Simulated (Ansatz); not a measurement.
`[CH2]1[SiH2][SiH2][GaH]1`, 11 atoms. Total charge 0; spin multiplicity 1. Correlated methods include outer-core shells of Ga, which these sets cover unevenly. Scalar relativity is left out up to krypton. All runs use 4 threads of an Arm Neoverse V1 on a shared host. Correlated methods freeze the cores.

(1) How many basis functions does each run have, and how long does it take in Ansatz? RKS ωB97M-V/def2-TZVPP energy and forces; RKS r2SCANh-D4/def2-TZVPP energy; RKS PBE0-D4/def2-TZVP frequencies; RKS ωB97X-V/def2-TZVPP energy; RKS PBE-QIDH (frozen core)/def2-TZVPP energy; RHF-CCSD(T)/def2-SVP energy; RKS PBE0-D4/def2-TZVP relaxation (29 steps); RKS ωB97M-V/def2-SVP energy; direct RPA on PBE orbitals/def2-TZVPP energy; RHF-MP2/def2-QZVPP energy; RHF-CCSD(T)/def2-TZVPP energy; RKS PBE0-D4/def2-SVP energy. (An estimate is asked.)

Answers

(1) Computed: Other jobs shared the machine, so times are rough.

```json
{"level": "RKS PBE0-D4/def2-SVP", "job": "energy", "functions": "117", "wall time": "1.6 s", "peak host memory (GiB)": "0.55"}
{"level": "direct RPA on PBE orbitals/def2-TZVPP", "job": "energy", "functions": "261", "wall time": "5.5 s", "peak host memory (GiB)": "0.65"}
{"level": "RHF-CCSD(T)/def2-SVP", "job": "energy", "functions": "117", "wall time": "6 s", "peak host memory (GiB)": "0.55"}
{"level": "RKS r2SCANh-D4/def2-TZVPP", "job": "energy", "functions": "261", "wall time": "6.5 s", "peak host memory (GiB)": "0.84"}
{"level": "RKS ωB97M-V/def2-SVP", "job": "energy", "functions": "117", "wall time": "7 s", "peak host memory (GiB)": "0.55"}
{"level": "RKS PBE-QIDH (frozen core)/def2-TZVPP", "job": "energy", "functions": "261", "wall time": "7 s", "peak host memory (GiB)": "0.74"}
{"level": "RKS ωB97X-V/def2-TZVPP", "job": "energy", "functions": "261", "wall time": "11 s", "peak host memory (GiB)": "1"}
{"level": "RKS ωB97M-V/def2-TZVPP", "job": "energy and forces", "functions": "261", "wall time": "15 s", "peak host memory (GiB)": "1.1"}
{"level": "RHF-MP2/def2-QZVPP", "job": "energy", "functions": "496", "wall time": "27 s", "peak host memory (GiB)": "3.4"}
{"level": "RKS PBE0-D4/def2-TZVP", "job": "relaxation (29 steps)", "functions": "195", "wall time": "110 s", "peak host memory (GiB)": "0.63"}
{"level": "RHF-CCSD(T)/def2-TZVPP", "job": "energy", "functions": "261", "wall time": "2.6 min", "peak host memory (GiB)": "5.6"}
{"level": "RKS PBE0-D4/def2-TZVP", "job": "frequencies", "functions": "195", "wall time": "2.9 min", "peak host memory (GiB)": "0.62"}
```
